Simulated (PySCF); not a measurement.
**Gas-phase XPS of Cl2HSi(SH), computed**

Species: Cl2HSi(SH), Cl2H2SSi.
Atom-mapped SMILES: `[SH:1][SiH:2]([Cl:3])[Cl:4]`

Computed, not measured: PySCF, delta-SCF UKS SCAN, pcX-2 on the ionised atom, pcseg-1 elsewhere, spin-free X2C. Vertical ΔSCF values, vacuum level as zero.

Task: What binding energy does each computed site have?

Result: 
| atom(s) | bonded to | level | binding energy (eV) | 2p1/2 (eV) | count |
| --- | --- | --- | --- | --- | --- |
| Cl3/Cl4 | Si | Cl 1s | 2829.14 | – | 2 |
| S1 | H and Si | S 1s | 2477.90 | – | 1 |
| Si2 | 2 Cl, S and H | Si 1s | 1849.24 | – | 1 |
| Cl3/Cl4 | Si | Cl 2p3/2 | 206.56 | 208.21 | 2 |
| Si2 | 2 Cl, S and H | Si 2p3/2 | 109.17 | 109.79 | 1 |

Task: Express the binding energy of S 1s of S1 in atomic units and per mole.

Result: 2477.90 eV = 91.0611 Eh = 239081 kJ/mol.

Topologically equivalent atoms share the value of their first member; where this conformer doesn't relate them by symmetry, their own values could differ. Not every level is listed. The 2p values aren't plain energy differences: one relaxed spin-free 2p hole is combined with a matrix within the shell (ground-state 2p orbital-energy differences and spin–orbit coupling). 2p3/2, the mean of its two sublevels, lies a third of the splitting below the shell's mean and 2p1/2 two thirds above it; the statistical areas are 2:1. 2p1/2 minus 2p3/2 (ligand field included): Si 0.63 eV, Cl 1.65 eV. One conformer (not necessarily the lowest) at the PBE0-D3(BJ)/def2-SVP geometry, without solvent, vibrations or thermal averaging.

The run took 23 s on one thread, Intel Xeon Platinum 8259CL at 2.50 GHz (x86_64) (shared host), and the process peaked at 0.47 GiB of memory.

The values belong to the conformer `[SH:1][SiH:2]([Cl:3])[Cl:4]`: H–S1–Si2–Cl3 180°.
